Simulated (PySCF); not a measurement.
# Electron correlation in Hg(71+) (mercury, charge +71)

Starting occupation: [He] 2s2 2p5, 2p1/2 with m_j = -1/2, +1/2, 2p3/2 with m_j = -1/2, +1/2, +3/2. Computed with PySCF 2.14 in an uncontracted even-tempered set (16 s from 59 bohr⁻², ratio 2.4; 13 p from 76 bohr⁻², ratio 2.4; 5 d from 260 bohr⁻², ratio 2.6; 4 f from 390 bohr⁻², ratio 2.6), with X2C-1e with screened-nucleus spin-orbit coupling, Gaussian nucleus. Frozen: nothing; 9 electrons correlated; the 22 highest virtual spinors left out.

MP2 pair energies summed by pair of shells (mhartree):

| pair | energy | share (%) |
| --- | --- | --- |
| 2p1/2-2p3/2 | -84.31 | 20.9 |
| 1s1/2-1s1/2 | -62.23 | 15.4 |
| 2p3/2-2s1/2 | -60.08 | 14.9 |
| 2p3/2-2p3/2 | -51.82 | 12.9 |
| 2p1/2-2s1/2 | -37.46 | 9.3 |
| 2p1/2-2p1/2 | -26.24 | 6.5 |
| 1s1/2-2p3/2 | -23.34 | 5.8 |
| 1s1/2-2p1/2 | -22.83 | 5.7 |
| 1s1/2-2s1/2 | -19.65 | 4.9 |
| 2s1/2-2s1/2 | -14.93 | 3.7 |

Total MP2 correlation energy: -402.91 mhartree.

At this charge the one-electron X2C treatment keeps the bare 1/r₁₂, with no two-electron picture change or Breit term. That inflates the 1s pair energies well beyond their four-component values.
